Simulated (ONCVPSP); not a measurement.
**Wu-Cohen ONCV dataset for Re (Z = 75), non-relativistic all-electron reference.**

```json
{
  "Element": "rhenium",
  "Generator": "ONCVPSP 4.0.1",
  "Type": "optimised norm-conserving Vanderbilt (ONCV)",
  "Functional": "Wu-Cohen",
  "Relativity": "non-relativistic",
  "Frozen core": "[Kr] 4d10",
  "Valence charge": "29",
  "Reference configuration": "4f14 5s2 5p6 5d5 6s1.5 (charge +0.5)",
  "Partial waves": "5s+6s: rc 2.05 bohr, ncon 4, nbas 8, qcut 7.7 1/bohr, 2 projectors; 5p: rc 1.30 bohr, ncon 4, nbas 8, qcut 5.2 1/bohr, 2 projectors, debl 1.1 Ha; 5d: rc 2.10 bohr, ncon 4, nbas 9, qcut 8.1 1/bohr, 2 projectors, debl 3.8 Ha; 4f: rc 0.85 bohr, ncon 4, nbas 9, qcut 21.4 1/bohr, 1 projector",
  "Local potential": "polynomial inside 0.65 bohr (lpopt 2, dvloc0 0 Ha)",
  "Core correction": "none"
}
```

In the p channel the program set the typed energies aside and used -1.755, 0.250 Ha.

All-electron outer shells of the reference configuration (Wu-Cohen, non-relativistic, ld1.x):

```tsv
shell	level (eV)	outermost node (bohr)	outermost maximum (bohr)
4d	-262.54	0.22	0.45
5s	-73.23	0.57	1.02
4f	-55.62	–	0.41
5p	-47.75	0.58	1.10
5d	-10.34	0.62	1.39
6s	-7.90	1.36	2.77
```

Question: Does the generator finish with these settings?

Answer: Yes, a potential is produced and its reference levels are reproduced.

Question: Estimate the cutoffs (Ha) at which the residual kinetic energy of the hardest occupied pseudo-wave falls to 1 and 0.1 mHa per electron.

Answer: 192 Ha and 208 Ha.

Question: What does a ghost test show?

Answer: Ghosts flagged at negative energy: s at -227.1 eV; GHOST(+) flagged for p at 149.2 eV. A true bound ghost makes a file unfit for plane-wave use.

Question: Which valence shell sets the plane-wave cutoff?

Answer: 4f: 192 Ha for 1 mHa per electron, against 107 Ha for 5p.

Question: Tests: 4f14 5s2 5p6 5d5 6s2; 4f14 5s2 5p6 5d5 6s1; 4f14 5s2 5p6 5d5 6s0; 4f13 5s2 5p6 5d6 6s1. Which has the largest error in its energy relative to the reference configuration, and how large is it?

Answer: 4f13 5s2 5p6 5d6 6s1, with -378 meV (all-electron minus pseudo) on +54.61 eV.
